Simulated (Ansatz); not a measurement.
`CNB(C)[SiH3]`, relaxed with RKS PBE-D4/def2-SVP in Ansatz 0.2.0 from a rough embedded geometry. The force threshold is 0.03 eV/Å; the program also tests the step.

Total charge 0; spin multiplicity 1.

Start:

```xyz
15

C     0.919   -1.789   -0.331
N     1.261   -0.503    0.146
B     0.082    0.460   -0.034
C     0.252    1.761   -1.022
Si   -1.515    0.359    1.060
H     0.033   -2.247    0.318
H     0.590   -1.788   -1.371
H     1.741   -2.481   -0.189
H     1.515   -0.564    1.203
H     0.191    2.648   -0.489
H    -0.560    1.616   -1.791
H     1.235    1.647   -1.548
H    -1.700    1.540    1.864
H    -2.670    0.139    0.212
H    -1.376   -0.799    1.972
```

```json
{"step": "1", "energy (eV)": "-12264.0109", "largest force (eV/Å)": "4.579", "largest move (Å)": "0.000"}
{"step": "2", "energy (eV)": "-12264.6365", "largest force (eV/Å)": "1.754", "largest move (Å)": "0.181"}
{"step": "3", "energy (eV)": "-12264.8397", "largest force (eV/Å)": "0.731", "largest move (Å)": "0.187"}
{"step": "4", "energy (eV)": "-12264.9932", "largest force (eV/Å)": "0.680", "largest move (Å)": "0.195"}
{"step": "5", "energy (eV)": "-12265.1831", "largest force (eV/Å)": "0.950", "largest move (Å)": "0.190"}
{"step": "6", "energy (eV)": "-12265.4055", "largest force (eV/Å)": "1.379", "largest move (Å)": "0.190"}
{"step": "7", "energy (eV)": "-12265.6288", "largest force (eV/Å)": "1.503", "largest move (Å)": "0.191"}
{"step": "8", "energy (eV)": "-12265.8077", "largest force (eV/Å)": "1.276", "largest move (Å)": "0.200"}
{"step": "9", "energy (eV)": "-12265.9649", "largest force (eV/Å)": "0.804", "largest move (Å)": "0.200"}
{"step": "10", "energy (eV)": "-12266.0836", "largest force (eV/Å)": "0.422", "largest move (Å)": "0.200"}
{"step": "11", "energy (eV)": "-12266.1512", "largest force (eV/Å)": "0.272", "largest move (Å)": "0.200"}
{"step": "12 (rejected)", "energy (eV)": "-12266.1483", "largest force (eV/Å)": "0.266", "largest move (Å)": "0.200"}
{"step": "13", "energy (eV)": "-12266.1704", "largest force (eV/Å)": "0.046", "largest move (Å)": "0.100"}
{"step": "14", "energy (eV)": "-12266.1729", "largest force (eV/Å)": "0.148", "largest move (Å)": "0.100"}
{"step": "15", "energy (eV)": "-12266.1736", "largest force (eV/Å)": "0.194", "largest move (Å)": "0.081"}
{"step": "16", "energy (eV)": "-12266.1775", "largest force (eV/Å)": "0.023", "largest move (Å)": "0.043"}
{"step": "17", "energy (eV)": "-12266.1780", "largest force (eV/Å)": "0.022", "largest move (Å)": "0.036"}
{"step": "18", "energy (eV)": "-12266.1783", "largest force (eV/Å)": "0.037", "largest move (Å)": "0.042"}
{"step": "19", "energy (eV)": "-12266.1785", "largest force (eV/Å)": "0.029", "largest move (Å)": "0.021"}
```

End:

```xyz
15

C     1.458   -1.614   -0.572
N     0.439   -0.979    0.247
B    -0.212    0.255    0.066
C     0.079    1.233   -1.145
Si   -1.595    0.760    1.474
H     1.110   -2.590   -0.977
H     1.720   -0.967   -1.429
H     2.388   -1.806    0.007
H     0.181   -1.541    1.063
H     0.422    2.219   -0.761
H    -0.860    1.448   -1.701
H     0.831    0.881   -1.882
H    -1.274    2.068    2.162
H    -2.981    0.923    0.888
H    -1.706   -0.290    2.563
```

Run time 30 s (4 threads of a server CPU on a shared host); peak host memory 0.17 GiB.
